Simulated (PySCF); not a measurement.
C₃H₉Ge, SMILES [CH3][Ge]([CH3])[CH3], multiplicity 2. Geometry optimised at B3LYP-D3(BJ)/def2-SVP.

Computed equilibrium geometry at B3LYP-D3(BJ)/def2-SVP (PySCF confirms it by a frequency run) as bond lengths and angles, and its point group:
point group C3v.
Atoms: Ge1 C2 C3 C4 H5 H6 H7 H8 H9 H10 H11 H12 H13. Bonded distances (Å): Ge1–C2 1.985, Ge1–C3 1.985, Ge1–C4 1.985, C2–H5 1.104, C2–H6 1.100, C2–H7 1.100, C3–H8 1.100, C3–H9 1.100, C3–H10 1.104, C4–H11 1.100, C4–H12 1.100, C4–H13 1.104. Angles (°): C2–Ge1–C3 108.9, C2–Ge1–C4 108.9, C3–Ge1–C4 108.9, Ge1–C2–H5 109.1, Ge1–C2–H6 110.9, Ge1–C2–H7 110.9, H5–C2–H6 108.6, H5–C2–H7 108.6, H6–C2–H7 108.7, Ge1–C3–H8 110.9, Ge1–C3–H9 110.9, Ge1–C3–H10 109.1, H8–C3–H9 108.7, H8–C3–H10 108.6, H9–C3–H10 108.6, Ge1–C4–H11 110.9, Ge1–C4–H12 110.9, Ge1–C4–H13 109.1, H11–C4–H12 108.7, H11–C4–H13 108.6, H12–C4–H13 108.6.
Charge 0, spin multiplicity 2.
